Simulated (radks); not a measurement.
Q: These are the eigenvalues of the occupied orbitals of an atom or ion with whole-number occupations (hartree). All-electron calculation, scalar-relativistic Kohn-Sham, PBE, spin-unpolarised, spherical densities, finite nucleus; Fermi nuclear charge, rms radius of each element as measured or else 0.836 A^(1/3) + 0.57 fm. Program: a radial shooting solver on a logarithmic mesh with Libxc functionals.

orbital  eigenvalue
1s        -768.0262
2s        -110.5543
2p        -99.06568
3s        -20.19442
3p        -16.42242
3d        -10.31881
4s         -3.80974
4p         -2.77013
4d         -1.29188

Which element is it, and in what charge state? The configuration may be excited.

A: Z = 43, technetium, charge +3: Tc3+ in [Kr] 4d4. The list shows which subshells hold electrons but not how many an open one holds; the 1s level, -768.03 hartree, gives Z - s = 39.2 by -(Z - s)^2/2, which with screening and relativity narrows Z to a few neighbours, and the depths of the outer levels then fix element, charge and occupations together.
